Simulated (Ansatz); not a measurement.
Consider the formal loss of a carbene: `CCC(C)C(C)=O` → `CCCC(C)=O` + `[CH2]` (triplet).

Program: Ansatz. Geometries: PBE0-D4/def2-TZVP. ΔE: electronic, gas phase. CBS: MP2 limit from def2 TZ/QZ plus the TZ coupled-cluster correction, frozen cores. This one scheme is used for every species. Functionals use def2-TZVPP. B3LYP here is the variant with VWN-RPA as its local correlation; programs differ in this. Triplets are unrestricted, without spin–orbit coupling. One conformer a species, not always the lowest.

`CCC(C)C(C)=O`:

Z-matrix (Å, degrees):
```
C
C 1 1.519
H 1 1.092 2 111.2
H 1 1.092 2 111.2 3 119.6
H 1 1.094 2 111.3 3 -119.9
C 2 1.521 1 113.4 3 178.4
H 2 1.095 1 109.9 3 57.0
H 2 1.094 1 109.8 3 -60.3
C 6 1.521 2 111.8 1 66.0
C 6 1.530 2 111.6 1 -173.6
H 6 1.097 2 109.4 1 -53.7
C 9 1.504 6 116.6 2 -146.2
O 9 1.206 6 121.6 2 35.0
H 10 1.092 6 110.1 2 -59.4
H 10 1.092 6 110.2 2 60.1
H 10 1.093 6 112.2 2 -179.8
H 12 1.095 9 108.6 6 72.8
H 12 1.093 9 111.2 6 -44.3
H 12 1.089 9 110.5 6 -167.4
```

`CCCC(C)=O`:

```xyz
16

C     1.863    0.209    0.192
C     0.581    0.788    0.765
C    -0.505    0.985   -0.291
C    -0.948   -0.296   -0.959
C    -1.448   -1.400   -0.063
O    -0.905   -0.432   -2.157
H     2.627    0.097    0.964
H     1.697   -0.774   -0.257
H     2.268    0.856   -0.591
H     0.205    0.147    1.569
H     0.789    1.757    1.228
H    -1.389    1.436    0.176
H    -0.162    1.661   -1.078
H    -1.932   -2.169   -0.663
H    -0.604   -1.848    0.472
H    -2.137   -1.017    0.693
```

`[CH2]` (triplet):

Z-matrix (Å, degrees):
```
C
H 1 1.079
H 1 1.079 2 134.9
```

| level | ΔE (kJ/mol) | difference from CCSD(T)/CBS |
| --- | --- | --- |
| PBE-D4 | 446.1 | 3.0 |
| B3LYP-D4 | 432.6 | -10.5 |
| ωB97M-V | 444.5 | 1.4 |
| B2PLYP | 430.1 | -13.0 |
| r2SCAN | 416.4 | -26.7 |
| B3LYP | 419.6 | -23.5 |
| MP2/def2-TZVPP | 447.1 | 4.0 |
| SCS-MP2/def2-TZVPP | 445.6 | 2.5 |
| CCSD(T)/def2-TZVPP | 432.8 | -10.3 |
| SCS-MP2/def2-QZVPP | 452.8 | 9.7 |
| CCSD(T)/CBS | 443.1 | 0 |

Largest T1 diagnostic among the species: 0.012.

In def2-TZVPP, CCSD(T) changes the Hartree–Fock value by +142.7 kJ/mol (the triples alone add +12.4 kJ/mol) and MP2 by +157.1 kJ/mol. From PBE to PBE0 (25 % exact exchange), in def2-TZVPP and without D4, ΔE moves by −6.8 kJ/mol. The D4 term adds +13.1 kJ/mol with B3LYP and +7.3 kJ/mol with PBE0; it sums over pairs of atoms, weighted by their polarisabilities, and B3LYP, whose exchange is more repulsive, gets the larger term.

CCSD(T)/CBS has its own doubt, a few kJ/mol and more with outer-core shells, so smaller differences from it don't rank the levels.
